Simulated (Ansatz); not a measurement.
Name a neutral molecule of C, Mg, N and H with HOMO energy (PBE/def2-TZVPP) between -4.30 and -4.00 eV and LUMO energy (ωB97M-V/def2-TZVPP) between 0.40 and 0.70 eV (Ansatz, PBE0-D4/def2-TZVP geometry).

`[CH3][Mg][N](C)C` (-4.10 eV, 0.44 eV); `C[N](C)[Mg][NH2]` (-4.15 eV, 0.41 eV). Other molecules can fit too; these were computed, each in one conformer that needn't be the lowest.
